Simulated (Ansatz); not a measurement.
Ideal-gas functions of `[SiH3][Se][GeH3]` at 400 K and 1 bar, from an Ansatz frequency run at PBE0-D4/def2-TZVP.

Molar mass 185.7 g/mol, point group Cs (symmetry number 1), electronic degeneracy 1, moments of inertia 109.047, 315.781, 412.591 u Å². Harmonic wavenumbers (cm⁻¹, unscaled): 38, 78, 92, 289, 402, 530, 545, 596, 612, 814, 866, 877, 910, 929, 952, 2154, 2158, 2178, 2222, 2228, 2247.

Use S(trans) = R[1.5 ln M + 2.5 ln T − 1.1517]; rotational temperatures θ = 24.2544 K / I; S(rot) = R[ln(√π/σ · √(T³/θAθBθC)) + 1.5]; for each mode x = 1.438777 ν̃/T, S = R[x/(eˣ − 1) − ln(1 − e⁻ˣ)] and H = RT x/(eˣ − 1); 1 cm⁻¹ = 0.0119627 kJ/mol; R = 8.31446 J/(mol·K).

Q: By hand: the entropy, in J/(mol·K).

A: Translation 180.1. Rotation: θ = 0.2224, 0.0768, 0.0588 K, giving 120.7. Vibration, mode by mode: 24.87, 18.91, 17.55, 8.36, 5.94, 4.10, 3.93, 3.40, 3.25, 1.83, 1.58, 1.53, 1.39, 1.32, 1.23, 0.03, 0.03, 0.03, 0.03, 0.02, 0.02, in all 99.4. Electronic 0.0. Sum 400.2 J/(mol·K).

Q: By hand: H − E and G − E in kJ/mol, counted from the electronic energy.

A: Zero-point energy ½ × 21717 × 0.0119627 = 129.9; thermal vibration 19.0; translation, rotation and pV give 4 RT = 13.3. H − E = 162.2 kJ/mol, and G − E = 162.2 − 400 × 400.2/1000 = 2.1 kJ/mol.

Vibration gives 25 % of the entropy, 61.3 J/(mol·K) of it from the modes under 150 cm⁻¹: soft modes count most, and the harmonic formula is weakest for them.
